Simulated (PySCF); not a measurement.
Species: CH3ClOSi.
Cartesian coordinates in Å at the PBE0-D3(BJ)/def2-SVP level; atoms count from 1:
```xyz
7
CH3ClOSi angstrom
O     -0.8098    0.4832    0.7445
C     -0.0280    1.3478    1.0486
Si     1.8344    0.8842    1.2415
Cl     2.9170    2.5963    1.6537
H     -0.3679    2.4071    1.2197
H      1.9726   -0.0825    2.3647
H      2.3126    0.2858   -0.0335
```

Computed, not measured: PySCF, TDDFT B3LYP/def2-SVPD, vertical, gas phase, core orbitals frozen in the response.

Ground-to-excited transition dipoles (e·a0, same axes as the geometry; the sign carries no meaning), for the states with f of 0.002 or more among the lowest 10:

| state | E (hartree) | μx | μy | μz |
| --- | --- | --- | --- | --- |
| S3 | 0.2159 | -0.102 | 0.207 | 0.021 |
| S5 | 0.2396 | 0.228 | -0.038 | 0.014 |
| S6 | 0.2570 | 0.644 | -0.514 | -0.002 |
| S7 | 0.2716 | -0.048 | -0.041 | 0.253 |
| S8 | 0.2724 | -0.098 | 0.286 | 0.035 |
| S9 | 0.2826 | 0.750 | -0.121 | 0.046 |
| S10 | 0.2842 | -0.383 | 0.074 | -0.176 |

Q: What oscillator strength does each state have?

A: f = (2/3) ΔE |μ|² with ΔE in hartree (27.2114 eV).

```json
{"state": "S3", "|μ|² (au)": "0.053", "|μ| (D)": "0.59", "f": "0.008"}
{"state": "S5", "|μ|² (au)": "0.054", "|μ| (D)": "0.59", "f": "0.009"}
{"state": "S6", "|μ|² (au)": "0.679", "|μ| (D)": "2.09", "f": "0.116"}
{"state": "S7", "|μ|² (au)": "0.068", "|μ| (D)": "0.66", "f": "0.012"}
{"state": "S8", "|μ|² (au)": "0.093", "|μ| (D)": "0.77", "f": "0.017"}
{"state": "S9", "|μ|² (au)": "0.579", "|μ| (D)": "1.93", "f": "0.109"}
{"state": "S10", "|μ|² (au)": "0.183", "|μ| (D)": "1.09", "f": "0.035"}
```

Q: Which bond between heavy atoms lies closest to the direction of the S6 transition dipole?

A: C2–Si3, at 25° from it; next Si3–Cl4 at 84°.

Q: What angle do the transition dipoles of S7 and S9 make?

A: |cos θ| = |μa·μb| / (|μa| |μb|) = 0.10, so θ ≈ 84° (taken between 0 and 90°, since the signs are arbitrary).

Q: How is the summed strength of these states shared among x, y and z?

A: (2/3) Σ ΔE μα² gives 0.217 for x, 0.071 for y and 0.018 for z, 0.306 in all.

Q: What peak molar absorption coefficient would the strongest computed level give as a lone Gaussian band 0.3 eV wide at half height?

A: ε(max) = 2.175×10⁸ f / FWHM, with the width in cm⁻¹. S6: 2.175×10⁸ × 0.1164 / 2420 ≈ 10000 L mol⁻¹ cm⁻¹.

The vertical ionisation energy (ΔSCF) is 9.85 eV, 2.12 eV above S10.

Time: 28 s of wall time. Hardware: one thread, Arm Neoverse N1 (shared host).

One conformer stands for the species.
